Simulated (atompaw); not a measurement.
Reading a pseudo-wave (carbon (C))

Columns: radius, all-electron u(r) and pseudo u(r) of the 2p shell (level -5.51 eV) of carbon in the configuration [He] 2s1.5 2p2.5; PBE, scalar-relativistic, PAW (atompaw) scheme, atompaw 4.2.0.5.

```json
{"r (bohr)": "0.060", "all-electron": "0.0192", "pseudo": "0.0052"}
{"r (bohr)": "0.119", "all-electron": "0.0639", "pseudo": "0.0201"}
{"r (bohr)": "0.179", "all-electron": "0.1233", "pseudo": "0.0448"}
{"r (bohr)": "0.238", "all-electron": "0.1875", "pseudo": "0.0777"}
{"r (bohr)": "0.298", "all-electron": "0.2539", "pseudo": "0.1188"}
{"r (bohr)": "0.358", "all-electron": "0.3181", "pseudo": "0.1663"}
{"r (bohr)": "0.417", "all-electron": "0.3775", "pseudo": "0.2177"}
{"r (bohr)": "0.477", "all-electron": "0.4329", "pseudo": "0.2731"}
{"r (bohr)": "0.537", "all-electron": "0.4827", "pseudo": "0.3301"}
{"r (bohr)": "0.596", "all-electron": "0.5262", "pseudo": "0.3859"}
{"r (bohr)": "0.656", "all-electron": "0.5652", "pseudo": "0.4410"}
{"r (bohr)": "0.715", "all-electron": "0.5985", "pseudo": "0.4921"}
{"r (bohr)": "0.775", "all-electron": "0.6275", "pseudo": "0.5397"}
{"r (bohr)": "0.835", "all-electron": "0.6517", "pseudo": "0.5820"}
{"r (bohr)": "0.894", "all-electron": "0.6709", "pseudo": "0.6177"}
{"r (bohr)": "0.954", "all-electron": "0.6862", "pseudo": "0.6477"}
{"r (bohr)": "1.013", "all-electron": "0.6973", "pseudo": "0.6708"}
{"r (bohr)": "1.073", "all-electron": "0.7051", "pseudo": "0.6882"}
{"r (bohr)": "1.133", "all-electron": "0.7097", "pseudo": "0.6997"}
{"r (bohr)": "1.192", "all-electron": "0.7113", "pseudo": "0.7060"}
{"r (bohr)": "1.252", "all-electron": "0.7104", "pseudo": "0.7080"}
{"r (bohr)": "1.312", "all-electron": "0.7073", "pseudo": "0.7064"}
{"r (bohr)": "1.371", "all-electron": "0.7023", "pseudo": "0.7020"}
{"r (bohr)": "1.431", "all-electron": "0.6954", "pseudo": "0.6954"}
{"r (bohr)": "1.490", "all-electron": "0.6873", "pseudo": "0.6873"}
{"r (bohr)": "1.550", "all-electron": "0.6777", "pseudo": "0.6777"}
```

Q: How many radial nodes do the two functions have?

A: The all-electron 2p function has n − l − 1 = 0; the pseudo-wave has 0.

Q: Is the pseudo-wave norm-conserving?

A: No, it belongs to a PAW set: the norm inside the radius is not constrained, and the difference is carried by the augmentation charge.
